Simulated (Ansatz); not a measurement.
Reaction (atomization): `O[SiH2][SiH](F)Cl` → Cl• + F• + 4 H• + O• + 2 Si•

Isolated molecules relaxed with PBE0-D4/def2-TZVP in Ansatz; ΔE leaves out vibrations. CCSD(T)/CBS is the MP2 limit (def2-TZVPP, def2-QZVPP) plus CCSD(T) − MP2 in def2-TZVPP, frozen cores. This one scheme is used for every species, atoms too. DFT in def2-TZVPP. Open shells (•) are unrestricted, without spin–orbit coupling. Spin–orbit coupling would lower the free atoms: a little for Cl, F, O, Si. One conformer a species, not always the lowest.

`O[SiH2][SiH](F)Cl`:

Z-matrix (Å, degrees):
```
Si
Si 1 2.351
O 1 1.648 2 108.5
H 1 1.482 2 112.0 3 117.3
H 1 1.489 2 107.6 3 -122.2
Cl 2 2.061 1 105.3 3 43.4
F 2 1.597 1 111.5 3 160.3
H 2 1.482 1 117.9 3 -75.3
H 3 0.959 1 117.0 2 -49.8
```

CCSD(T)/CBS gives +3130.3 kJ/mol.

**Question.** Another level gave +3025.9 kJ/mol. Which?
A. HF/def2-TZVPP
B. CCSD/def2-TZVPP
C. CCSD(T)/def2-TZVPP
D. r2SCAN/def2-TZVPP

**Answer.** C. CCSD(T)/def2-TZVPP 3025.9, r2SCAN 3112.9, HF/def2-TZVPP 2293.0, CCSD/def2-TZVPP 2982.1 kJ/mol.

Largest T1 diagnostic among the species: 0.012.

In def2-TZVPP, CCSD(T) changes the Hartree–Fock value by +732.9 kJ/mol (the triples alone add +43.8 kJ/mol) and MP2 by +803.6 kJ/mol; breaking electron pairs costs correlation energy, which Hartree–Fock lacks. From PBE to PBE0 (25 % exact exchange), in def2-TZVPP and without D4, ΔE moves by −47.0 kJ/mol: exact exchange takes away binding that semilocal exchange gives to molecules. The D4 term adds +36.6 kJ/mol with B3LYP and +19.2 kJ/mol with PBE0; it sums over pairs of atoms, weighted by their polarisabilities, and B3LYP, whose exchange is more repulsive, gets the larger term.

B3LYP here is the variant with VWN-RPA as its local correlation; programs differ in this.

For atomizations the MP2-based limit and the directly extrapolated one differ by several kJ/mol either way, and by 10 to 25 for some Ge, Se and Sn compounds, so smaller differences from it don't rank the levels.
